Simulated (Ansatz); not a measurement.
Input file for Ansatz (an electronic-structure program): R-CCSD(T)/def2-SVPD on GeH6S (a complex). The run froze 19 orbitals, filled d shells among them.

Ansatz 0.2 input:
```yaml
crystal:
  periodic: [false, false, false]
  atoms:
    - {symbol: S, position_ang: [0.26693065, 1.87326823, 0.68986305]}
    - {symbol: H, position_ang: [-1.06393121, 1.85931235, 0.86539823]}
    - {symbol: H, position_ang: [0.24615322, 0.72600221, -0.00715752]}
    - {symbol: Ge, position_ang: [-0.17182979, -0.71645186, 3.52608899]}
    - {symbol: H, position_ang: [-0.94405245, 0.55983679, 3.88675076]}
    - {symbol: H, position_ang: [1.33075767, -0.41969899, 3.45265969]}
    - {symbol: H, position_ang: [-0.66345144, -1.24776501, 2.17088300]}
    - {symbol: H, position_ang: [-0.43139148, -1.78578811, 4.60205124]}
basis:
  gaussian:
    orbitals: def2-SVPD
magnetization: {spin_polarized: false}
correlation: {method: ccsd_t, electrons: outside_noble_gas}
scf: {lower_state_search: off}
```

Q: Give the final energy of this run.

A: -2476.3240 hartree (reference determinant -2475.9889, T1 diagnostic 0.010).

Q: How many basis functions does it have, and what does it roughly cost on one machine?

A: 113 functions; around 10 core-seconds (rough).
